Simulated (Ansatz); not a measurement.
ClH2NO2W, SMILES `[NH2][W](=[O])(=[O])[Cl]`, charge 0, multiplicity 1.

Problem. Give a relaxed structure at PBE0-D4/def2-TZVP (Ansatz 0.2.0). (An estimate is asked.)

Solution. The calculation gave: 
Z-matrix (Å, degrees):
```
W
O 1 1.702
O 1 1.702 2 110.3
N 1 1.928 2 107.9 3 117.6
Cl 1 2.277 2 109.7 3 -121.1
H 4 1.010 1 123.4 2 -141.6
H 4 1.010 1 123.4 2 22.4
```
Point group Cs.
